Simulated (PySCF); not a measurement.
# Telling isomers of C$_{10}$H$_{10}$O apart by NMR

Computational details: PBE0/pcSseg-1 with gauge-including orbitals, coordinates at the GFN2-xTB level, in PySCF 2.14.0 with density-fitted response routines (single conformer, one averaged value for each set of equivalent atoms, relativity neglected, no solvent).

Chemical shifts δ = σref − σ; ¹H (31.72 ppm), ¹³C (186.93 ppm) vs TMS, all at this level. Where no couplings were computed, multiplicities follow the n + 1 count of equivalent neighbours, and m marks all less simple cases (inequivalent or close neighbours, rings, F or P nearby). Shifts are as computed. Against solution values, carbons near 30 ppm lie about +3 ppm off and those near 130 ppm about +5 ppm. Of 1211 compounds with measured shifts, 218 miss one by over three times the rms of a fit or turn the order of signals round; such compounds aren't used in these exercises.

(1) Tabulate the signals of `C1=CCCC(c2ccco2)=C1`, `C#Cc1cccc(OCC)c1`, `O=C1CCCc2ccccc21`, `C=C(C)c1ccc(C=O)cc1`, `C=C[C@H]1OCc2ccccc21` and their relative energies.

(2) What is the quickest way to tell C1=CCCC(c2ccco2)=C1 from C=C[C@H]1OCc2ccccc21?

(3) What is the quickest way to tell C=C(C)c1ccc(C=O)cc1 from C=C[C@H]1OCc2ccccc21?

(4) What is the quickest way to tell C#Cc1cccc(OCC)c1 from O=C1CCCc2ccccc21?

Results:

(1) 
```json
{"SMILES": "C1=CCCC(c2ccco2)=C1", "carbon types": "2×C 6×CH 2×CH2", "δC": "161.0, 147.1, 133.0, 132.9, 132.1, 124.7, 118.6, 113.3, 26.7, 26.2", "δH": "7.52 (m, 1H), 6.89 (d, 1H), 6.69 (m, 1H), 6.61 (m, 1H), 6.50 (m, 1H), 6.05 (m, 1H), 2.43 (m, 2H), 2.34 (m, 2H)", "E rel. (kcal/mol)": "40.8"}
{"SMILES": "C#Cc1cccc(OCC)c1", "carbon types": "3×C 5×CH 1×CH2 1×CH3", "δC": "165.8, 134.9, 131.5, 127.5, 124.6, 118.1, 89.6, 86.5, 65.2, 17.6", "δH": "7.54 (m, 1H), 7.46 (m, 1H), 7.25 (d, 1H), 7.04 (s, 1H), 3.96 (q, 2H), 2.75 (s, 1H), 1.56 (t, 3H)", "E rel. (kcal/mol)": "61.9"}
{"SMILES": "O=C1CCCc2ccccc21", "carbon types": "3×C 4×CH 3×CH2", "δC": "200.9, 149.8, 139.4, 135.9, 135.6, 133.6, 132.2, 43.2, 34.5, 28.0", "δH": "8.64 (d, 1H), 7.74 (m, 1H), 7.66 (m, 1H), 7.52 (d, 1H), 2.97 (m, 2H), 2.63 (m, 2H), 2.06 (m, 2H)", "E rel. (kcal/mol)": "0.0"}
{"SMILES": "C=C(C)c1ccc(C=O)cc1", "carbon types": "3×C 5×CH 1×CH2 1×CH3", "δC": "195.3, 154.7, 153.3, 139.7, 137.0, 131.4, 123.2, 24.5", "δH": "10.18 (s, 1H), 8.19 (d, 2H), 7.82 (d, 2H), 5.74 (m, 1H), 5.62 (m, 1H), 2.32 (s, 3H)", "E rel. (kcal/mol)": "27.2"}
{"SMILES": "C=C[C@H]1OCc2ccccc21", "carbon types": "2×C 6×CH 2×CH2", "δC": "152.1, 148.4, 145.8, 132.9, 132.7, 128.6, 125.8, 117.2, 93.2, 78.3", "δH": "7.56 (m, 1H), 7.56 (m, 1H), 7.48 (m, 1H), 7.47 (m, 1H), 6.21 (m, 1H), 5.86 (m, 1H), 5.57 (m, 1H), 5.55 (m, 1H), 5.48 (m, 1H), 5.20 (m, 1H)", "E rel. (kcal/mol)": "36.1"}
```

Energies are electronic energies at PBE0/pcSseg-1 on these geometries, without zero-point or thermal terms, each for the one conformer computed, which needn't be the lowest.

(2) Both give the same number of carbon signals, with the same numbers of each carbon type, so the positions decide. The first has an allylic sp3 CH2 at 26.2 ppm, the second a terminal =CH2 carbon at 117.2 ppm. Their most deshielded carbons lie at 161.0 and 152.1 ppm.

(3) Count the carbon signals: 8 against 10. The first has an allylic methyl carbon (CH3) at 24.5 ppm, the second an sp3 CH2 bonded to O, on an aromatic ring at 78.3 ppm. Their most deshielded carbons lie at 195.3 and 152.1 ppm. In the proton spectra the most deshielded non-exchanging signals are 10.18 (s, 1H) and 7.56 (m, 1H).

(4) Both give the same number of carbon signals, but DEPT or the intensities differ. The first has a methyl carbon (CH3) at 17.6 ppm, the second an sp3 CH2 in a ring at 28.0 ppm. Their most deshielded carbons lie at 165.8 and 200.9 ppm. In the proton spectra the most deshielded non-exchanging signals are 7.54 (m, 1H) and 8.64 (d, 1H).
